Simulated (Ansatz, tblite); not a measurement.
## CH6SeSn (SMILES [CH3][SnH2][SeH]): methods side by side

The species is CH6SeSn (9 atoms), meant as a singlet with charge 0. SMILES: `[CH3][SnH2][SeH]`. The coordinates come from a PBE0-D4/def2-TZVP relaxation. This is one conformer, not always the lowest.

Quantity: the vertical ionisation energy (to the doublet cation), in eV. The values are calculated.

```
                           level                   kind  program  value (eV)  CPU time (all runs)
                       IPEA1-xTB         semi-empirical   tblite       13.63            under 2 s
    HF/def2-SVP (core potential)           Hartree–Fock   Ansatz        7.98                 17 s
 SVWN5/def2-SVP (core potential)                    LDA   Ansatz        8.76                 17 s
   PBE/def2-SVP (core potential)                    GGA   Ansatz        8.60                 28 s
r2SCAN/def2-SVP (core potential)               meta-GGA   Ansatz        8.75                 69 s
  PBE0/def2-SVP (core potential)          global hybrid   Ansatz        8.80                 39 s
   MP2/def2-SVP (core potential)    perturbation theory   Ansatz        8.75                 18 s
  CCSD/def2-SVP (core potential)  coupled cluster or CI   Ansatz        8.63              3.9 min
```

Spin-orbit coupling is left out. The values span 7.98 to 13.63 eV. The xTB values lack the empirical shift that such differences need. In the correlated wave-function rows the outer d shell of Se, Sn is correlated, in sets not made for it. CPU times are rough (shared hosts, several kinds of processor and program).
